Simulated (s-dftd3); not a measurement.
HCl2OTi, doublet, at a GFN2-xTB geometry (such geometries of metal compounds can be far from the true shape) (the multiplicity is a formal guess); D3(zero) for blyp in s-dftd3.

Here is a job for s-dftd3.
```
$ s-dftd3 mol.xyz --zero blyp --json dftd3.json --noedisp --grad

# file mol.xyz
5

Ti     0.31969214    -0.13895129     0.19185258
Cl    -1.54257096    -1.12716646     0.02465662
Cl     0.20257601     1.70958311    -0.82880992
O      1.66417554    -0.72331881     0.99869947
H      2.43328269    -1.05760426     1.46025349
```

**Question.** Predict the main parts of the log of this s-dftd3 run.

**Answer.** 
```
-----------------------------------
 s i m p l e   D F T - D 3  v1.4.0
-----------------------------------

Zero (Chai-Head-Gordon) damping: blyp-D3(0)
--------------------
  s6         1.0000
  s8         1.6820
  s9         0.0000
 rs6         1.0940
 rs8         1.0000
 alp        14.0000
--------------------

Dispersion energy:      -3.2703840298981E-03 Eh

Gradient norm:           1.2423382519684E-03 Eh/a0
--------------------------------------------------
     #    Z           dE/dx      dE/dy      dE/dz
--------------------------------------------------
     1   22 Ti    6.267E-04 -2.724E-04  3.761E-04
     2   17 Cl   -1.951E-04  1.983E-04 -1.771E-04
     3   17 Cl   -3.053E-04  1.915E-05 -1.232E-04
     4    8 O     4.139E-04 -1.799E-04  2.484E-04
     5    1 H    -5.402E-04  2.348E-04 -3.242E-04
--------------------------------------------------

Virial:
--------------------------------------------------
      component           x          y          z
--------------------------------------------------
          x      -3.521E-04 -2.214E-04 -1.331E-05
          y      -2.214E-04 -5.125E-04  1.889E-04
          z      -1.331E-05  1.889E-04 -1.048E-04
--------------------------------------------------

[Info] JSON dump of results written to 'dftd3.json'
```
